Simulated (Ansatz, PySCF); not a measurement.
This singlet lies 2.00 eV below the relaxed triplet at the level frozen-core CCSD(T)/cc-pVTZ // PBE0-D3(BJ)/def2-TZVP (Ansatz, a first-principles code).

HClSSi, SMILES `Cl[Si]S` (lower singlet; H–S–Si–Cl torsion 0°) (charge 0, multiplicity 1)

The numbers are results of PySCF 2.14.0 with PBE-D3(BJ)/def2-TZVP // PBE0-D3(BJ)/def2-TZVP, not measurements.

```
Item                                 Result
-------------  ----------------------------
HOMO                               -6.26 eV
dipole moment                        0.47 D
HOMO–LUMO gap                       2.99 eV
LUMO                               -3.27 eV
total energy                  -1148.0706 Ha
cost           very roughly 15 core-seconds
```

```xyz
4

S     -1.3092     0.5160     0.0129
Si     0.7575     1.0862     0.0070
Cl     1.6933    -0.7839    -0.0180
H     -1.1416    -0.8182    -0.0019
```
Charge 0, spin multiplicity 1.
